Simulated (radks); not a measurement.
Results of a calculation; reference values are marked as such.
These are the eigenvalues of the occupied orbitals of an atom or ion with whole-number occupations (hartree). Level of theory: non-relativistic Kohn-Sham, PBE, spin-unpolarised, spherical densities, point nucleus (a radial shooting solver on a logarithmic mesh with Libxc functionals).

orbital  eigenvalue
1s        -114.6860
2s        -11.34145
2p         -8.95555
3s         -1.33965
3p         -0.81332

Which element is it, and in what charge state? The configuration may be excited.

Answer. Z = 18, argon, charge +1: Ar+ in [Ne] 3s2 3p5. The list shows which subshells hold electrons but not how many an open one holds; the 1s level, -114.69 hartree, gives Z - s = 15.1 by -(Z - s)^2/2, which with screening narrows Z to a few neighbours, and the depths of the outer levels then fix element, charge and occupations together.
